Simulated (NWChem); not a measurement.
AuPH$_{4}$; SMILES [PH3]->[AuH]

Results from NWChem. Geometry: optimised at PBE0/def2-SVP. def2 effective core potentials on Au; no spin-orbit coupling. Vertical excitations in the gas phase; the lowest state need not have the same character in each row.

**Question.** Order these by “lowest excitation, singlet (eV)”, lowest first: B3LYP/def2-SVPD, TDA; PBE/def2-SVPD, TDA; LDA (Slater exchange, VWN5)/def2-SVPD, TDA.

**Answer.** PBE/def2-SVPD, TDA (4.82), LDA (Slater exchange, VWN5)/def2-SVPD, TDA (4.90), B3LYP/def2-SVPD, TDA (5.17)
